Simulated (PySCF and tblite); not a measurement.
Values are calculated unless marked as measured or tabulated.
C6H5ClO, numbered as in [OH:1][C:2]1=[CH:3][CH:4]=[CH:5]/[C:6]1=[CH:7]\[Cl:8].

Search: ETKDG and KDG, MMFF94s, GFN2-xTB, 60 starts; geometries at GFN2-xTB. Weights use PBE0-D3(BJ)/def2-SVP (IEF-PCM, benzene) energies plus GFN2-xTB zero-point and thermal terms (modes under about 100 cm⁻¹ blended into free rotors). Symmetry numbers and mirror images are counted. Conformers within 2.5 kcal/mol (GFN2-xTB free energy) were kept, 4 at most. GIAO shieldings: KT3/pcSseg-1 (IEF-PCM, benzene). Shifts are against TMS (¹H), TMS (¹³C) at the same level. (PySCF 2.14, tblite 0.8.)

Question: List the conformer-averaged shifts at 298.15 K.

Answer: ¹H: 7.07 (H7, 1H), 6.19 (H4, 1H), 5.69 (H5, 1H), 5.06 (H3, 1H) ppm. ¹³C: 150.0 (C2), 136.7 (C6), 130.1 (C7), 128.7 (C4), 101.8 (C5), 96.9 (C3) ppm.

Question: How do the conformers differ?

Answer: Torsions listed: H1–O1–C2–C3. The 5-ring runs over atoms 2–3–4–5–6.
| conformer | shape | weight % |
| --- | --- | --- |
| 1 | 5-ring flat; 0° | 98.4 |
| 2 | 5-ring flat; 180° | 1.6 |

| signal | 1 | 2 | average |
| --- | --- | --- | --- |
| H3 | 5.06 | 5.18 | 5.06 |
| H4 | 6.18 | 6.29 | 6.19 |
| H5 | 5.70 | 5.63 | 5.69 |
| H7 | 7.07 | 6.55 | 7.07 |
| C2 | 150.0 | 148.2 | 150.0 |
| C3 | 96.9 | 97.6 | 96.9 |
| C4 | 128.7 | 130.7 | 128.7 |
| C5 | 101.8 | 101.7 | 101.8 |
| C6 | 136.7 | 137.2 | 136.7 |
| C7 | 130.2 | 125.7 | 130.1 |

H on N, O and S are left out: they exchange, and hydrogen bonds move them by several ppm. Shifts are unscaled: against experiment ¹³C can be off by 15 ppm or more and ¹H by 0.8 ppm.
